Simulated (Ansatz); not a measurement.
Frontier orbitals of CH4ClGeNS (`S/C=[N]/[GeH2][Cl]`).

```csv
atom,x (Å),y (Å),z (Å)
S1,0.946,0.585,2.615
C2,0.526,0.513,0.919
N3,-0.294,-0.308,0.428
Ge4,-0.618,-0.254,-1.385
Cl5,0.294,-2.002,-2.242
H6,0.144,-0.434,2.973
H7,1.080,1.283,0.359
H8,-2.124,-0.359,-1.631
H9,0.047,0.975,-2.037
```

The species carries charge 0 and has multiplicity 1. Correlated methods include outer-core shells of Ge, which these sets cover unevenly. Scalar relativity is left out up to krypton. The structure was optimised at the PBE0-D4/def2-TZVP level. It is one conformer, not always the lowest. Basis def2-TZVPP, the Gaussian-basis code of Ansatz.

| functional | HOMO (eV) | LUMO (eV) | gap (eV) |
| --- | --- | --- | --- |
| PBE | -6.31 | -2.09 | 4.22 |
| PBE0 | -7.64 | -1.10 | 6.54 |
| r2SCANh | -7.09 | -1.56 | 5.53 |
| r2SCAN0 | -7.83 | -1.01 | 6.82 |
| CAM-B3LYP | -8.92 | 0.05 | 8.97 |
| ωB97M-V | -9.77 | 1.04 | 10.81 |

From PBE to PBE0 the HOMO moves by −1.34 eV and the LUMO by +0.98 eV, and with ωB97M-V by −3.46 and +3.13 eV, so the gap grows from 4.22 to 10.81 eV with exact exchange. A positive LUMO is unbound and depends on the basis.
